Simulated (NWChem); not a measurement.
Species: C2H7BOS; SMILES COB(C)S

```xyz
12

B      0.5277    -0.1270    -0.0171
C      1.8780    -0.9275     0.0708
H      2.7256    -0.2539     0.2639
H      2.0765    -1.4750    -0.8652
H      1.8429    -1.6810     0.8746
O      0.5488     1.2170     0.1369
C     -0.5961     2.0284     0.0760
H     -1.3271     1.7515     0.8546
H     -0.2895     3.0716     0.2355
H     -1.0915     1.9516    -0.9068
S     -1.0881    -0.9405    -0.3232
H     -0.6032    -2.1963    -0.4001
```
Atoms are numbered in this order, from 1.

All runs use the structure optimised with PBE0/def2-SVP. No frequency run checked for a minimum.

### Question
Give the principal values of the shielding tensors (ppm) of B1, C2, O6, C7, S11 from LDA (Slater exchange, VWN5)/pcSseg-1, GIAO (NWChem), with their diamagnetic and paramagnetic parts as GIAO splits them.

### Answer
| atom | σ11 | σ22 | σ33 | isotropic | diamagnetic | paramagnetic |
|---|---|---|---|---|---|---|
| B1 | 12.0 | 37.8 | 83.4 | 44.4 | 195.5 | -151.1 |
| C2 | 161.0 | 161.7 | 196.7 | 173.1 | 254.0 | -80.9 |
| O6 | -42.1 | 169.0 | 343.0 | 156.6 | 393.8 | -237.2 |
| C7 | 94.3 | 95.6 | 181.5 | 123.8 | 248.6 | -124.8 |
| S11 | 414.7 | 583.5 | 666.3 | 554.8 | 1057.8 | -503.0 |
